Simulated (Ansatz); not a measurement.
A nudged elastic band was laid between two geometries of CH₅Al₂BrOS (11 atoms, charge 0, multiplicity 1).

All numbers below come from RKS BLYP/def2-SVP in Ansatz 0.2.0.

```json
{
  "movable images": "5",
  "climbing image": "yes",
  "spring": "5.0 eV/Å²",
  "optimiser": "quadratic models (default)",
  "start path": "through a guess of the saddle point",
  "force threshold": "0.03 eV/Å",
  "iteration limit": "60",
  "end points": "relaxed"
}
```

Image 0:

```xyz
11
Properties=species:S:1:pos:R:3
O -0.014 -1.278 -0.559
Al 0.265 -1.368 1.243
C 0.527 0.555 1.262
Br -1.447 0.359 2.130
Al 0.327 0.676 -0.757
S -1.489 1.612 -1.685
H -0.459 -1.861 -1.199
H 0.387 -2.769 1.957
H 1.054 1.222 1.961
H 1.727 0.838 -1.513
H -0.814 1.957 -2.819
```

Image 6:

```xyz
11
Properties=species:S:1:pos:R:3
O 0.940 -2.840 0.277
Al -0.191 -1.596 0.659
C 0.603 0.201 0.714
Br -0.408 1.331 2.154
Al 0.214 1.639 -0.584
S -1.434 1.241 -2.017
H 0.703 -3.775 0.154
H -1.730 -1.908 0.895
H 1.654 0.209 1.069
H 1.062 2.976 -0.682
H -1.350 2.463 -2.618
```

Q: What changes between the two ends?

A: Bonds broken: O1–Al5, Al2–Br4. The dihedral H8–Al2–C3–H9 goes from 9 to 149°.

Q: What energy profile does the band end with?

A: The forces met the threshold. The highest image is number 2 of 0 to 6, 15.4 kcal/mol above the first end and 3.0 kcal/mol above the last; the last end lies 12.4 kcal/mol above the first. A vibrational analysis at the climbing image gives no mode beyond 40i cm⁻¹: the surface is too flat there to confirm a saddle point. The orbitals stay closed-shell, which can raise the energy where a bond breaks towards radicals; this wasn't checked here.

```tsv
image	path coordinate (Å)	energy (kcal/mol)	O1–Al5 (Å)	Al2–Br4 (Å)	dihedral H8–Al2–C3–H9 (°)
0	0.00	0.0	1.99	2.59	9
1	1.59	6.7	2.18	3.07	77
2	3.17	15.4	3.74	3.20	85
3	4.56	15.4	4.01	3.25	120
4	5.94	15.3	4.39	3.23	140
5	7.33	14.0	4.25	3.30	138
6	8.71	12.4	4.62	3.29	149
```

Q: What is the geometry of the highest image?

A: 
```xyz
11
Properties=species:S:1:pos:R:3
O 0.591 -2.511 -0.340
Al 0.089 -1.627 1.048
C 0.222 0.356 1.047
Br -1.282 1.001 2.248
Al 0.159 1.185 -0.734
S -1.667 2.192 -1.457
H 1.026 -2.213 -1.155
H -0.498 -2.508 2.219
H 1.162 0.656 1.561
H 1.407 1.013 -1.714
H -1.142 2.400 -2.701
```

The run took 13 min on 2 threads of Arm Neoverse V2, on a shared host, peak memory 0.21 GiB.
